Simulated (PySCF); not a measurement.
How exact exchange moves a shielding

Molecule: SMILES B(O)(O)O, BH3O3.

Cartesian coordinates in Å; atom numbers follow the order of the lines, from 1:
```xyz
7

O    -1.1802   -0.8955    0.1056
B    -0.0124   -0.2235   -0.0774
O     0.0154    1.1535   -0.2540
O     1.1213   -0.9727   -0.1364
H    -1.9312   -0.2965    0.0731
H     0.1063    1.6662    0.5521
H     1.8875   -0.4217   -0.3170
```

GIAO shieldings (ppm, equivalent atoms averaged) in PySCF on the PBE0-D3(BJ)/def2-SVP geometry, basis pcSseg-2, gas phase, non-relativistic:

| functional | exact exchange (%) | σ(O1/O3/O4) | σ(B2) |
| --- | --- | --- | --- |
| BLYP | 0 | 235.7 | 71.2 |
| BP86 | 0 | 237.1 | 73.8 |
| PBE | 0 | 237.0 | 73.1 |
| B3LYP | 20 | 242.2 | 75.5 |
| PBE0 | 25 | 245.1 | 78.4 |
| mPW1PW91 | 25 | 244.9 | 78.4 |
| HF | 100 | 264.6 | 92.8 |

(1) Fit each shielding as a line in the percentage of exact exchange.

(2) What does the line predict for BHandHLYP (50 %), and what does the run give?

Answers

(1) σ(O1/O3/O4) = 237.0 + 0.28 x (rms 0.8 ppm); σ(B2) = 72.7 + 0.20 x (rms 0.9 ppm). The functionals also differ in their semilocal parts, which the line can't hold; Hartree–Fock has no correlation at all.

(2) σ(O1/O3/O4): 251.0 predicted, 251.1 computed; σ(B2): 82.7 predicted, 81.9 computed ppm.
